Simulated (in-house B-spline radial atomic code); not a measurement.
Response of Ca2+ as one setting changes: the share of exact exchange in a PBE hybrid. A dash marks a strongly mixed or unbound state. Computed with an all-electron radial atomic-structure program (B-spline basis): linear response of the closed shell [Ne] 3s2 3p6 with the functional's adiabatic kernel; scalar-relativistic (spin-free one-electron X2C), finite nucleus, no spin-orbit coupling, no double excitations, S, P, D and F terms only. Only terms of natural parity with L up to 3 were computed.

| share of exact exchange in a PBE hybrid | lowest 1P (eV) | lowest 3P, Tamm-Dancoff (eV) | minus highest occupied level (eV) | α (bohr³) |
| --- | --- | --- | --- | --- |
| 0 | 3p → 4s 28.647 | 3p → 3d 25.173 | 43.05 | 3.333 |
| 0.1 | ? | ? | ? | ? |
| 0.2 | 3p → 4s 29.342 | 3p → 3d 25.229 | 44.91 | 3.304 |
| 0.3 | 3p → 4s 29.685 | 3p → 3d 25.253 | 45.84 | 3.29 |
| 0.4 | 3p → 4s 30.02 | 3p → 3d 25.276 | 46.76 | 3.277 |
| 0.5 | 3p → 4s 30.36 | 3p → 3d 25.298 | 47.69 | 3.263 |
| 0.6 | 3p → 4s 30.69 | 3p → 3d 25.317 | 48.62 | 3.251 |
| 0.7 | 3p → 4s 31.02 | 3p → 3d 25.336 | 49.55 | 3.238 |
| 0.8 | 3p → 4s 31.35 | 3p → 3d 25.353 | 50.49 | 3.226 |
| 0.9 | ? | ? | ? | ? |
| 1 | 3p → 4s 31.99 | 3p → 3d 25.383 | 52.35 | 3.203 |

**Question.** What belongs in the row for 0.1?

**Answer.** lowest 1P (eV): 3p → 4s 28.996; lowest 3P, Tamm-Dancoff (eV): 3p → 3d 25.202; minus highest occupied level (eV): 43.98; α (bohr³): 3.319.

**Question.** What belongs in the row for 0.9?

**Answer.** lowest 1P (eV): 3p → 4s 31.67; lowest 3P, Tamm-Dancoff (eV): 3p → 3d 25.369; minus highest occupied level (eV): 51.42; α (bohr³): 3.214.
